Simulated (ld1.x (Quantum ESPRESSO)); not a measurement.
# Transferability test, RRKJ potential for Al (Z = 13)

ld1.x (Quantum ESPRESSO) 7.5 input, shortened:

```
&input
   title='Al', zed=13., rel=1, dft='WC', iswitch=3,
   config='[Ne] 3s2 3p0 3d-2'
 /
 &inputp
   pseudotype=2, tm=.false., lloc=0,
   nlcc=.true., new_core_ps=.true.
 /
3
3P  2  1   0.00   0.00  1.60  1.60  0.0
3D  3  2  -2.00  -0.10  2.20  2.20  0.0
3S  1  0   2.00   0.00  2.20  2.20  0.0
 &test
   configts(1)='3s2 3p0'
 /
```

Energies are relative to the spin-unpolarised reference configuration 3s2 3p0; without spin polarisation the order of configurations can differ from experiment. The frozen-core shift is the all-electron ΔE with the core orbitals held at their reference shape minus the fully relaxed ΔE.

| valence configuration | charge | ΔE all-electron (eV) | error AE − PS (meV) | frozen-core shift (meV) |
| --- | --- | --- | --- | --- |
| 3s2 3p1 | 0 | -5.738 | +3.7 | +0.7 |
| 3s1 3p0 | +2 | 19.192 | -2.8 | +16 |
| 3s2 3p0.5 | +0.5 | -3.667 | +1.2 | +0.3 |
| 3s1 3p2 | 0 | -0.609 | -0.9 | +0.4 |
| 3s2 3p1.3 | -0.3 | -6.302 | +5.1 | +0.8 |
| 3s0 3p3 | 0 | 4.676 | -10 | +4.1 |

Task: What are ΔE and the potential's error for 3s1 3p1?

Result: ΔE = 5.801 eV all-electron; the error (AE − PS) is -2.5 meV.

Levels in the configuration 3s2 3p0.5:

```json
{"level": "3s", "all-electron (eV)": "-11.074", "pseudo (eV)": "-11.078"}
{"level": "3p", "all-electron (eV)": "-5.678", "pseudo (eV)": "-5.682"}
```
